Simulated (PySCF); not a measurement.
# One molecule, several mistakes: BH6N2 anion

All numbers below are calculated, not measured. They come from PySCF 2.14.0, an open-source quantum chemistry program, on an isolated molecule that a program drew, which may never have been made. The molecule is BH6N2 anion (charge -1, singlet), drawn as the SMILES string `N[BH2-]N`.

Each row is a Hartree-Fock (HF) and frozen-core CCSD(T) single point in the aug-cc-pVDZ basis, meant for a local HF minimum. Run 1 is clean. Each other run has one planted mistake out of seven kinds, and not every kind appears here: one electron removed, one electron added, multiplicity raised by two, geometry at a saddle point, minimal basis STO-3G, one bond length entered in bohr, all coordinates scaled. The reference is restricted for singlets and unrestricted otherwise, and also for a bond in bohr. Adding or removing an electron swaps singlet and doublet. Electrons count all cores. HOMO and LUMO are orbital energies over both spins, the gradient is its largest component, and the lowest frequency (negative if imaginary) is given only where the gradient is small. Bond lengths are over the 8 bonds as drawn. T1 is the CCSD diagnostic: over 0.02 (restricted) or 0.045 (unrestricted) a single reference is doubtful.

Geometry of the clean run:
```xyz
9
BH6N2 anion, angstrom
N    -1.2485   -0.5862   -0.6916
B    -0.7371   -1.6449    0.3375
N    -1.9122   -2.0906    1.2659
H    -0.4996   -0.3303   -1.3129
H    -1.4972    0.2708   -0.2233
H     0.2421   -1.1762    1.0296
H    -0.3000   -2.6429   -0.2813
H    -2.2037   -1.3287    1.8577
H    -1.5890   -2.7997    1.9024
```

```
run,electrons,basis functions,<S^2>,HOMO (eV),LUMO (eV),gradient (hartree/bohr),lowest frequency (cm^-1),mean bond (Å),longest bond (Å),T1,HF (hartree),CCSD(T) (hartree),mistake
1,26,123,0.000,-3.41,3.94,2.3e-05,50,1.2117,1.563,0.0133,-137.10826,-137.66217,no fault
2,26,123,2.017,0.37,3.46,5.4e-02,-,1.2117,1.563,0.0634,-137.01882,-137.54446,multiplicity raised by two
3,26,123,0.831,-3.72,3.90,1.4e-02,-,1.3236,1.901,0.0559,-136.99454,-137.53444,?
4,25,123,0.774,-9.28,-0.33,6.3e-02,-,1.2117,1.563,0.0982,-137.03578,-137.56492,?
```

**Which mistake was planted in run 3, and what did it cost?**

The mean bond changes by a factor of 1.092 and the longest by 1.216, so the molecule wasn't scaled as a whole. A length L in bohr read as angstrom grows by (1/0.5292 - 1) L = 0.890 L. The 8 bonds together grew by 8 x 0.1119 = 0.895 Å, which gives L = 1.006 Å. That is the length of one of the H-N bonds, 1.006 Å in the clean geometry. So the mistake is: one bond length entered in bohr. Subtracting run 1 and multiplying by 627.51 kcal/mol a hartree, the energy moved by 71.4 kcal/mol in HF and 80.2 kcal/mol in CCSD(T).

**Which mistake was planted in run 4, and what did it cost?**

It counts 25 electrons, one fewer than the clean run, at the same geometry and basis. So the mistake is: one electron removed. Subtracting run 1 and multiplying by 627.51 kcal/mol a hartree, the energy moved by 45.5 kcal/mol in HF and 61.0 kcal/mol in CCSD(T).

Cautions from the logs. Run 2: T1 is over the limit, so its CCSD(T) energy is less reliable and the HOMO is above zero, so the electron isn't bound and the energy depends on the basis; run 3: T1 is over the limit, so its CCSD(T) energy is less reliable; run 4: T1 is over the limit, so its CCSD(T) energy is less reliable.
